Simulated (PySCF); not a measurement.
**Basis and Hamiltonian dependence of the electron affinity of Sn**

Sn⁻ [Kr] 4d10 5s2 5p3 (4S) → Sn [Kr] 4d10 5s2 5p2 (3P). All values are computed (PySCF 2.14, energy differences of UHF-based or UKS calculations, no spin-orbit coupling). Values in eV.

```json
{"basis": "aug-cc-pVDZ-PP with ECP28MDF", "Hamiltonian": "ECP", "functions": "32", "UHF": "0.968", "LDA": "1.550", "PBE0": "1.414", "MP2 (valence)": "1.300", "CCSD(T) (valence)": "1.301", "CCSD(T) (valence and next inner shell)": "n/a"}
{"basis": "aug-cc-pwCVDZ-PP with ECP28MDF", "Hamiltonian": "ECP", "functions": "48", "UHF": "0.965", "LDA": "1.552", "PBE0": "1.417", "MP2 (valence)": "1.297", "CCSD(T) (valence)": "1.299", "CCSD(T) (valence and next inner shell)": "1.287"}
{"basis": "aug-cc-pVTZ-PP with ECP28MDF", "Hamiltonian": "ECP", "functions": "55", "UHF": "0.958", "LDA": "1.545", "PBE0": "1.409", "MP2 (valence)": "1.363", "CCSD(T) (valence)": "1.390", "CCSD(T) (valence and next inner shell)": "n/a"}
{"basis": "def2-TZVPPD with the def2 core potential (28 electrons)", "Hamiltonian": "ECP", "functions": "56", "UHF": "0.904", "LDA": "1.450", "PBE0": "1.330", "MP2 (valence)": "1.278", "CCSD(T) (valence)": "1.298", "CCSD(T) (valence and next inner shell)": "1.302"}
{"basis": "aug-cc-pVTZ-PP with one added diffuse shell each of d, f type with ECP28MDF", "Hamiltonian": "ECP", "functions": "67", "UHF": "0.958", "LDA": "1.545", "PBE0": "1.409", "MP2 (valence)": "1.363", "CCSD(T) (valence)": "1.391", "CCSD(T) (valence and next inner shell)": "n/a"}
{"basis": "ANO-RCC-VTZP", "Hamiltonian": "spin-free X2C", "functions": "68", "UHF": "0.934", "LDA": "1.499", "PBE0": "1.389", "MP2 (valence)": "1.273", "CCSD(T) (valence)": "1.272", "CCSD(T) (valence and next inner shell)": "1.284"}
{"basis": "x2c-TZVPPall with one added diffuse shell each of s, p, d, f type", "Hamiltonian": "spin-free X2C", "functions": "76", "UHF": "0.973", "LDA": "1.561", "PBE0": "1.427", "MP2 (valence)": "1.369", "CCSD(T) (valence)": "1.398", "CCSD(T) (valence and next inner shell)": "1.396"}
{"basis": "def2-QZVPPD with the def2 core potential (28 electrons)", "Hamiltonian": "ECP", "functions": "88", "UHF": "0.933", "LDA": "1.497", "PBE0": "1.369", "MP2 (valence)": "1.344", "CCSD(T) (valence)": "1.369", "CCSD(T) (valence and next inner shell)": "n/a"}
{"basis": "aug-cc-pVQZ-PP with ECP28MDF", "Hamiltonian": "ECP", "functions": "92", "UHF": "0.954", "LDA": "1.550", "PBE0": "1.412", "MP2 (valence)": "1.380", "CCSD(T) (valence)": "1.406", "CCSD(T) (valence and next inner shell)": "n/a"}
{"basis": "aug-cc-pVQZ-DK3", "Hamiltonian": "spin-free X2C", "functions": "102", "UHF": "0.959", "LDA": "1.557", "PBE0": "1.420", "MP2 (valence)": "1.382", "CCSD(T) (valence)": "1.408", "CCSD(T) (valence and next inner shell)": "n/a"}
{"basis": "aug-cc-pwCVTZ-DK3", "Hamiltonian": "spin-free X2C", "functions": "109", "UHF": "0.955", "LDA": "1.553", "PBE0": "1.414", "MP2 (valence)": "1.359", "CCSD(T) (valence)": "1.388", "CCSD(T) (valence and next inner shell)": "n/a"}
{"basis": "aug-cc-pwCVTZ-DK3 with one added diffuse shell each of s, p, d, f type", "Hamiltonian": "spin-free X2C", "functions": "125", "UHF": "0.955", "LDA": "1.557", "PBE0": "1.416", "MP2 (valence)": "1.359", "CCSD(T) (valence)": "n/a", "CCSD(T) (valence and next inner shell)": "n/a"}
{"basis": "x2c-QZVPPall with one added diffuse shell each of s, p, d, f type", "Hamiltonian": "spin-free X2C", "functions": "128", "UHF": "0.957", "LDA": "1.555", "PBE0": "1.418", "MP2 (valence)": "1.373", "CCSD(T) (valence)": "n/a", "CCSD(T) (valence and next inner shell)": "n/a"}
{"basis": "aug-cc-pV5Z-PP with ECP28MDF", "Hamiltonian": "ECP", "functions": "139", "UHF": "0.952", "LDA": "1.549", "PBE0": "1.411", "MP2 (valence)": "1.387", "CCSD(T) (valence)": "n/a", "CCSD(T) (valence and next inner shell)": "n/a"}
```

Extrapolation of CCSD(T) (valence) from aug-cc-pVTZ-PP with ECP28MDF and aug-cc-pVQZ-PP with ECP28MDF: the correlation parts are 0.432 and 0.452 eV; with the X⁻³ form and unrounded values, (4³ × 0.452 − 3³ × 0.432)/(4³ − 3³) = 0.466 eV, and adding the Hartree-Fock value 0.954 eV of the larger basis gives 1.420 eV.

Frozen in the all-electron rows: valence: [Kr] 4d10; valence and next inner shell: [Ar] 3d10; with a core potential, the same shells as far as they lie outside it.

In most of these bases the highest occupied level of the anion is positive at LDA, PBE0, so the basis helps to hold the electron.

Between the lowest levels the reference is 1.112 eV (measured; photodetachment measurements, as compiled on the Wikipedia data page of electron affinities); it includes spin-orbit coupling, which these numbers lack.
